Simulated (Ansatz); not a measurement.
System: C$_{7}$H$_{6}$OSi (charge 0, singlet). 
Geometry from a B3LYP-D3(BJ)/def2-TZVP (Ansatz, a first-principles code) optimisation:
SMILES: C#C[Si](C#C)(C#C)OC
```xyz
15

C     -1.0470    -0.3862     2.7468
C     -0.6694    -0.2805     1.6068
Si    -0.0618    -0.1170    -0.1034
C     -0.8982    -1.3105    -1.1808
C     -1.4821    -2.0904    -1.8892
C     -0.4132     1.5833    -0.6569
C     -0.6206     2.7142    -1.0191
O      1.5351    -0.4286    -0.1791
C      2.5281     0.2992     0.5332
H     -1.3864    -0.4813     3.7505
H     -1.9933    -2.7812    -2.5162
H     -0.8101     3.7104    -1.3409
H      2.3649     0.2300     1.6119
H      2.5273     1.3518     0.2384
H      3.4956    -0.1377     0.2909
```

Basis-set convergence of Hartree-Fock and CCSD(T) correlation energies (hartree) with Ansatz. Cores are frozen in the correlated levels unless marked. No spin-orbit coupling. Non-relativistic.

```json
[
 {"basis": "cc-pV(D+d)Z", "functions": "165", "E(HF)": "-632.27524", "E(corr, CCSD(T))": "-1.25447"},
 {"basis": "cc-pV(T+d)Z", "functions": "363", "E(HF)": "[?]", "E(corr, CCSD(T))": "[?]"}
]
```

### Question
Complete the blanks.

### Answer

- cc-pV(T+d)Z, E(HF): -632.39728
- cc-pV(T+d)Z, E(corr, CCSD(T)): -1.51867
